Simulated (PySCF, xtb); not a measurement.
C2H6GeO2, SMILES C=C[O][GeH2][OH]. One conformer was computed; it need not be the lowest.

Harmonic wavenumbers (cm⁻¹) from GFN2-xTB (xtb) at its own minimum, in rising order: 29, 71, 103, 169, 246, 346, 510, 576, 588, 598, 673, 706, 752, 812, 830, 969, 994, 1161, 1310, 1373, 1696, 1882, 1903, 2986, 3128, 3165, 3663.

What does r2SCAN-D4/def2-SVP (PySCF 2.14.0) give at its own minimum? (An estimate is asked for; the answer gives what the named calculation found.)

47, 63, 168, 220, 301, 389, 562, 670, 706, 715, 721, 809, 823, 845, 910, 968, 1003, 1203, 1333, 1401, 1707, 2186, 2204, 3095, 3164, 3277, 3845. Paired by order, the mean absolute difference is 78 cm⁻¹ and the zero-point energies are 44.7 and 47.7 kcal/mol.
